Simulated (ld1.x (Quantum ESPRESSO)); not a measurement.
**Logarithmic derivatives: manganese, TM**

* Element: Mn (Z = 25)
* Generator: ld1.x (Quantum ESPRESSO) 7.5
* Type: norm-conserving Troullier–Martins (Kleinman–Bylander form)
* Functional: PBEsol
* Relativity: fully relativistic
* Frozen core: [Ne] 3s2
* Valence charge: 13
* Reference configuration: 3p6 3d5 4s2 4p0
* Partial waves: 3p (bound): rc 1.00 bohr; 3d (bound): rc 1.55 bohr; 4s (bound): rc 2.35 bohr
* Local potential: the s channel
* Core correction: a·sin(br)/r model core, default radius (core density twice the valence density)

Open shells are filled in proportion to 2j + 1 (rel_dist='average').

The phase is arctan(r·u′/u) with u = r·R(r), unwrapped; energies in Ry, scanned from -6 to 5 Ry. A pole is an energy at which the radial function vanishes at the test radius. The pseudo phase is shifted by a multiple of π to meet the all-electron one at the reference energy, and phase errors are pseudo minus all-electron; the curves can meet again beyond the range given. Levels narrower than the energy grid can be missing from the lists of poles.

Problem. For each channel, where are the poles, and over which energies does the pseudopotential scatter like the atom?

Solution.

```tsv
channel	radius (bohr)	reference energy (Ry)	poles, all-electron	poles, pseudo	unbroken range about the reference energy with phases within 0.05 rad	phase error 1 Ry above the reference energy (rad)
s	2.55	-0.38	1.85	1.69	below 2.8	-0.009
p1/2	2.55	-4.07	-4.04, 2.82	-4.04, 4.59	below -1.0	+0.005
p3/2	2.55	-3.97	-3.95, 2.87	-3.95, 4.62	below -1.0	+0.005
d3/2	2.55	-0.50	-0.34, 4.50	-0.33	below 0.5	+0.051
d5/2	2.55	-0.50	-0.33, 4.51	-0.32	below 0.5	+0.051
```

Phases in the d3/2 channel:

```tsv
E (Ry)	all-electron	pseudo
-6.00	1.413	1.413
-5.74	1.409	1.410
-5.48	1.405	1.406
-5.22	1.401	1.402
-4.96	1.397	1.398
-4.70	1.393	1.393
-4.44	1.387	1.388
-4.18	1.382	1.383
-3.92	1.376	1.377
-3.66	1.369	1.371
-3.40	1.362	1.363
-3.14	1.353	1.355
-2.88	1.344	1.346
-2.62	1.332	1.335
-2.36	1.319	1.323
-2.10	1.303	1.307
-1.84	1.283	1.288
-1.58	1.256	1.262
-1.32	1.215	1.224
-1.06	1.142	1.155
-0.80	0.936	0.956
-0.54	-0.797	-0.794
-0.28	-1.634	-1.623
-0.02	-1.783	-1.762
0.24	-1.868	-1.834
0.50	-1.946	-1.894
0.76	-2.038	-1.956
1.02	-2.167	-2.031
1.28	-2.373	-2.128
1.54	-2.727	-2.268
1.80	-3.275	-2.482
2.06	-3.802	-2.814
2.32	-4.130	-3.264
2.58	-4.319	-3.696
2.84	-4.435	-4.002
3.10	-4.513	-4.196
3.36	-4.569	-4.322
3.62	-4.613	-4.409
3.88	-4.648	-4.472
4.14	-4.677	-4.520
4.40	-4.703	-4.557
4.66	-4.727	-4.588
4.92	-4.749	-4.613
```
